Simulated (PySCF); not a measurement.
Exercise with solution: oscillator strength and radiative lifetime

TeHCl, SMILES Cl[TeH].

Geometry: B3LYP-D3(BJ)/def2-TZVP. The def2 effective core potentials stand for the cores of Te; spin–orbit coupling is left out.

TDDFT-CAM-B3LYP/def2-TZVPD run with PySCF puts the first singlet state with f over 0.02 at 6.40 eV (vertical), with the transition dipole (0.000, 0.000, -0.966) in atomic units.

Task: Find the oscillator strength, the wavelength and the radiative lifetime that this transition would have in vacuum if emission retraced absorption.

Result: 
|μ|² = 0.9332 au, so |μ| = 2.46 D. ΔE = 6.40/27.211 = 0.2352 hartree. f = (2/3) ΔE |μ|² = 0.146 (the program prints 0.146).
λ = 1239.84/6.40 = 194 nm; ν = 51619 cm⁻¹.
Einstein's coefficient A = 0.6670 ν² f s⁻¹ (ν in cm⁻¹) = 2.6e8 s⁻¹, so τ = 1/A = 3.8 ns. This state is S5; the lower singlets have f = 0.001, 0.006, 0.010, 0.000. The figure is the radiative limit of this one transition; relaxation, internal conversion, crossing to triplets and a medium change what is measured.
